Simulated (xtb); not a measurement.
Harmonic IR lines of one isomer of C₂H₆OSi, unscaled. Method: GFN2-xTB (xtb).

```csv
wavenumber (cm⁻¹),relative intensity
549,16
655,28
728,45
784,46
872,28
886,5.0
999,8.2
1043,5.0
1162,3.1
2294,100
2313,32
2956,8.4
2974,11
3032,15
```

### Question
Identify which structure gives these lines.
A) `O[C@@H]1C[SiH2]1`
B) `C=[Si](C)O`
C) `C1C[SiH2]O1`
D) `C1OC[SiH2]1`

### Answer
C, `C1C[SiH2]O1`
